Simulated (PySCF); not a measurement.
# Reading the logs of faulty runs: AlGeHO2

These are calculations, not measurements. They come from PySCF 2.14.0, an open-source quantum chemistry program, on an isolated molecule that a program drew, which may never have been made. The molecule is AlGeHO2 (charge 0, singlet), drawn as the SMILES string `[O]=[Al][O][GeH]`.

Each row is a Hartree-Fock (HF) and frozen-core CCSD(T) single point in the cc-pV(D+d)Z basis, meant for a local HF minimum. Run 1 is clean. Each other run has one planted mistake out of seven kinds, and not every kind appears here: one electron removed, one electron added, multiplicity raised by two, geometry at a saddle point, minimal basis STO-3G, one bond length entered in bohr, all coordinates scaled. The reference is restricted for singlets and unrestricted otherwise, and also for a bond in bohr. Adding or removing an electron swaps singlet and doublet. Electrons count all cores. HOMO and LUMO are orbital energies over both spins, the gradient is its largest component, and the lowest frequency (negative if imaginary) is given only where the gradient is small. Bond lengths are over the 4 bonds as drawn. T1 is the CCSD diagnostic: over 0.02 (restricted) or 0.045 (unrestricted) a single reference is doubtful. Germanium has the cc-pVDZ-PP basis, with a core potential (ECP10MDF) in place of its 10 inner electrons, and its 3s, 3p and 3d shells are frozen in CCSD(T).

Geometry of the clean run:
```xyz
5
AlGeHO2, angstrom
O     1.3017    3.3385    4.3994
Al    0.2011    2.2712    4.0396
O    -0.9594    1.1651    3.6569
Ge   -2.2346   -0.0336    3.2322
H    -1.4807   -1.2887    3.8619
```

| run | electrons | basis functions | <S^2> | HOMO (eV) | LUMO (eV) | gradient (hartree/bohr) | lowest frequency (cm^-1) | mean bond (Å) | longest bond (Å) | T1 | HF (hartree) | CCSD(T) (hartree) | mistake |
|---|---|---|---|---|---|---|---|---|---|---|---|---|---|
| 1 | 62 | 79 | 0.000 | -9.92 | 0.07 | 1.9e-05 | 56 | 1.6544 | 1.801 | 0.0270 | -685.63774 | -686.17912 | no fault |
| 2 | 61 | 79 | 0.786 | -14.30 | -8.25 | 6.7e-02 | - | 1.6544 | 1.801 | 0.0500 | -685.30468 | -685.83408 | one electron removed |
| 3 | 62 | 79 | 2.016 | -8.30 | -1.15 | 2.5e-02 | - | 1.6544 | 1.801 | 0.0292 | -685.58178 | -686.10481 | multiplicity raised by two |
| 4 | 62 | 79 | 0.000 | -8.44 | -2.95 | 2.8e-02 | - | 2.0550 | 3.403 | 0.0508 | -685.47184 | -686.02259 | ? |
| 5 | 62 | 79 | 0.000 | -9.87 | 0.13 | 2.1e-02 | - | 1.6247 | 1.769 | 0.0260 | -685.63555 | -686.17244 | ? |

**Which mistake was planted in run 4, and what did it cost?**

The mean bond changes by a factor of 1.242 and the longest by 1.890, so the molecule wasn't scaled as a whole. A length L in bohr read as angstrom grows by (1/0.5292 - 1) L = 0.890 L. The 4 bonds together grew by 4 x 0.4006 = 1.602 Å, which gives L = 1.801 Å. That is bond O3-Ge4, 1.801 Å in the clean geometry. So the mistake is: one bond length entered in bohr. Subtracting run 1 and multiplying by 627.51 kcal/mol a hartree, the energy moved by 104.1 kcal/mol in HF and 98.2 kcal/mol in CCSD(T).

**Which mistake was planted in run 5, and what did it cost?**

The mean and the longest bond both change by the same factor, 0.982, and the gradient is no longer small. So the mistake is: all coordinates scaled. Subtracting run 1 and multiplying by 627.51 kcal/mol a hartree, the energy moved by 1.4 kcal/mol in HF and 4.2 kcal/mol in CCSD(T).

Cautions from the logs. Run 1: T1 is over the limit, so its CCSD(T) energy is less reliable; run 2: T1 is over the limit, so its CCSD(T) energy is less reliable; run 4: T1 is over the limit, so its CCSD(T) energy is less reliable; run 5: T1 is over the limit, so its CCSD(T) energy is less reliable.
